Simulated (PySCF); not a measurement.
**[SrCl3]-: umbrella–stretch map**

These are results of B3LYP/[Sr def2-SVPD with ECP28, Cl def2-SVPD], scalar-relativistic core potentials, density fitting, no spin–orbit coupling, PySCF, not measurements.

Rigid scan from the singlet minimum (Sr–Cl 2.742 Å (×3); Cl–Sr–Cl 120.0° (×3)). Coordinate: rows: all bonds scaled; columns: angle to the threefold axis. Energies in kJ/mol from the minimum.

Give the energy map for rows 0.95, 0.98, 1.00, 1.03, 1.07 and columns 60, 66, 72, 78, 84, 90.


```csv
scale \ angle,60,66,72,78,84,90
0.95,98.4,66.3,44.6,30.5,22.6,20.0
0.98,84.5,51.6,29.0,14.0,5.7,2.9
1.00,83.1,49.9,26.8,11.5,2.9,0.0
1.03,90.4,56.8,33.3,17.4,8.6,5.6
1.07,112.9,79.2,55.2,39.0,29.9,26.8
```

And the size of the dipole moment (D, about the centre of mass) on the same grid?


```json
{"scale \\ angle": "0.95", "60": "8.96", "66": "7.45", "72": "5.76", "78": "3.93", "84": "1.99", "90": "0.00"}
{"scale \\ angle": "0.98", "60": "9.44", "66": "7.82", "72": "6.04", "78": "4.11", "84": "2.08", "90": "0.00"}
{"scale \\ angle": "1.00", "60": "9.76", "66": "8.08", "72": "6.22", "78": "4.23", "84": "2.14", "90": "0.00"}
{"scale \\ angle": "1.03", "60": "10.24", "66": "8.45", "72": "6.50", "78": "4.42", "84": "2.23", "90": "0.00"}
{"scale \\ angle": "1.07", "60": "10.86", "66": "8.96", "72": "6.88", "78": "4.67", "84": "2.36", "90": "0.00"}
```

The bond scale of lowest energy on the grid is 1.00 at 60°, 1.00 at 66°, 1.00 at 72°, 1.00 at 78°, 1.00 at 84°, 1.00 at 90°.
